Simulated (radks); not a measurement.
Q: Excited configurations of As II: one electron is placed in a higher orbital outside [Ar] 3d10 4s2 4p1. The ground configuration is [Ar] 3d10 4s2 4p2. Method: scalar-relativistic Kohn-Sham, SCAN, spin-unpolarised, spherical densities, finite nucleus; meta-GGA in the generalised Kohn-Sham scheme; Fermi nuclear charge, rms radius 4.0968 fm; computed with a radial shooting solver on a logarithmic mesh with Libxc functionals. Excitation = E - E(ground); binding = E(ion) - E, where the ion is the core of charge +2; n* = 2/sqrt(2 binding) in atomic units, and the quantum defect is n - n*.

| outer orbital | excitation (eV) | binding (eV) | n* | quantum defect | eigenvalue (eV) | <r> (bohr) |
|---|---|---|---|---|---|---|
| 4d | 11.101 | 6.902 | 2.808 | 1.192 | -4.586 | 4.296 |
| 4f | 14.662 | 3.341 | 4.036 | -0.036 | -2.351 | 8.994 |
| 5p | 11.560 | 6.443 | 2.906 | 2.094 | -4.991 | 6.008 |
| 5d | 14.128 | 3.875 | 3.747 | 1.253 | -2.897 | 9.187 |
| 5f | 15.778 | 2.225 | 4.946 | 0.054 | -1.681 | 15.52 |
| 6p | 14.441 | 3.562 | 3.909 | 2.091 | -2.859 | 11.15 |
| 6d | 15.551 | 2.452 | 4.711 | 1.289 | -1.906 | 15.50 |
| 7d | 16.302 | 1.701 | 5.657 | 1.343 | -1.344 | 23.28 |

Estimate the row for 7f.

A: excitation (eV) 16.834; binding (eV) 1.169; n* 6.823; quantum defect 0.177; eigenvalue (eV) -0.924; <r> (bohr) 33.12. The Delta-SCF ionisation energy is 18.003 eV (NIST Atomic Spectra Database: 18.589 eV, measured). Self-interaction in the functional shifts the binding energies and quantum defects, so they are the method's values and not measured ones. Spin polarisation and multiplet splitting are left out, so open shells lie too high by an amount that depends on their filling.

Beside tabulated values, note that spin-unpolarised runs miss the spin-polarisation part of the exchange energy of open shells.
